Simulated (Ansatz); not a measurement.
Consider the redistribution: `C[SiH](C)Br` + `P[NH][ZnH]` → `C[SiH](C)NP` + `[ZnH][Br]`.

Calculated with Ansatz (gas phase, PBE0-D4/def2-TZVP geometries, no zero-point term in ΔE). CBS: MP2 limit from def2 TZ/QZ plus the TZ coupled-cluster correction, frozen cores. DFT in def2-TZVPP. For Br, Zn outer-core shells are correlated without core-valence functions, which leaves a few kJ/mol of doubt a bond. Scalar relativity is left out up to krypton. One conformer a species, not always the lowest.

```csv
level,ΔE (kcal/mol)
B2PLYP,-19.4
CCSD(T)/def2-TZVPP,-19.4
```

Problem. What does CCSD(T)/CBS give? (Estimate.)

Solution. Computed: -19.9 kcal/mol. The listed levels differ from it by 0.5, 0.5 kcal/mol.

Largest T1 diagnostic among the species: 0.016.

From PBE to PBE0 (25 % exact exchange), in def2-TZVPP and without D4, ΔE moves by −2.2 kcal/mol. In def2-TZVPP, CCSD(T) changes the Hartree–Fock value by +6.3 kcal/mol (the triples alone add +0.8 kcal/mol) and MP2 by +7.8 kcal/mol.
